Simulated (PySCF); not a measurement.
Gas-phase reaction: 2 SnH2 + 6 O ⇌ Sn2O2 + 2 H2O2

Method: PySCF energies (xtb for GFN2) plus ideal-gas RRHO corrections (1 bar). S°(298 K) at PBE0/def2-TZVP differs from the NASA 1993 table for H2O2 (-8 J/mol/K); whether the harmonic model or the table's entry is off was not settled. † marks an energy on the PBE0/def2-TZVP geometry and frequencies; other levels use their own. MP2 and CCSD(T) freeze the core. Open shells (unrestricted): O (multiplicity 3, electronic degeneracy 9); the rest are closed-shell singlets. GFN2 has no spin-polarisation term. Spin-orbit splitting is ignored; it lowers the true energy and changes the entropy of O. Sn: scalar-relativistic def2 core potential, no spin-orbit coupling. No R ln 2 is added for the mirror-image form of H2O2. SnH2, Sn2O2: computed as isolated molecules; such fragments, hydroxides, amides, oligomers or adducts are transient or little studied in the gas. MP2 isn't extrapolated to the basis-set limit; its ΔH°(298 K) is -2346.0 kJ in def2-SVP and -2598.8 kJ in def2-TZVPP. CCSD(T) isn't extrapolated to the basis-set limit; its ΔH°(298 K) is -2145.2 kJ in def2-SVP and -2360.1 kJ in def2-TZVPP. The harmonic model lacks anharmonicity and excited electronic states, which grow with temperature; levels with a mode under 35 cm⁻¹ are left out. Internal rotation in H2O2 is treated as a harmonic vibration of one conformer, which makes the entropy rough. Warning, large T1 diagnostic: Sn2O2 (CCSD(T)/def2-TZVPP†). Warning, point group unlike the PBE0 one: H2O2 (GFN2-xTB).

```csv
level,"ΔE electronic, kJ","ΔH°(298 K), kJ","ΔS°(298 K), J/K","ΔG°(600 K), kJ"
CCSD(T)/def2-TZVPP†,-2446,-2360,-662,-1958
GFN2-xTB,-4462,-4381,-645,-3990
MP2/def2-TZVPP†,-2684,-2599,-662,-2197
PBE/def2-SVP,-2716,-2637,-654,-2240
PBE0/def2-QZVP†,-2526,-2440,-662,-2038
PBE0/def2-SVP†,-2443,-2358,-662,-1956
r2SCAN/def2-TZVP†,-2568,-2483,-662,-2081
```
ΔH° is lowest at GFN2-xTB and highest at PBE0/def2-SVP†. No reference value is set beside these.
